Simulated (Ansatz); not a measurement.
Start from `CB(O)C=O` and change one atom or group to get `O=CB(O)[SiH3]`.

Ansatz, PBE0-D4/def2-TZVP geometries, multiplicity 1. Each molecule was computed in one conformer, which needn't be the lowest.

```json
{"property": "zero-point energy (PBE0-D4/def2-TZVP) / kJ/mol", "`CB(O)C=O`": "196.5"}
{"property": "size of the dipole moment (ωB97M-V/def2-TZVPP) / D", "`CB(O)C=O`": "1.75"}
{"property": "HOMO energy (PBE/def2-TZVPP) / eV", "`CB(O)C=O`": "-5.80"}
{"property": "size of the dipole moment (PBE/def2-TZVPP) / D", "`CB(O)C=O`": "1.56"}
{"property": "size of the dipole moment (B3LYP/def2-TZVPP) / D", "`CB(O)C=O`": "1.75"}
{"property": "HOMO energy (PBE0/def2-TZVPP) / eV", "`CB(O)C=O`": "-7.35"}
```

Task: What does the change do to each property? (An estimate is asked.)

Result: The calculation gave: 
```tsv
property	`O=CB(O)[SiH3]`	shift
zero-point energy (PBE0-D4/def2-TZVP) / kJ/mol	164.7	-31.8
size of the dipole moment (ωB97M-V/def2-TZVPP) / D	0.82	-0.93
HOMO energy (PBE/def2-TZVPP) / eV	-6.02	-0.22
size of the dipole moment (PBE/def2-TZVPP) / D	0.65	-0.91
size of the dipole moment (B3LYP/def2-TZVPP) / D	0.83	-0.92
HOMO energy (PBE0/def2-TZVPP) / eV	-7.48	-0.13
```

With PBE0 the HOMO falls by 0.13 eV and the LUMO falls by 0.54 eV, so the gap narrows by about 0.41 eV. PBE moves the HOMO by -0.22 eV and ωB97M-V by -0.04 eV. Dipoles are sizes alone; their direction can turn.

B3LYP here is the variant with VWN-RPA as its local correlation; programs differ in this.
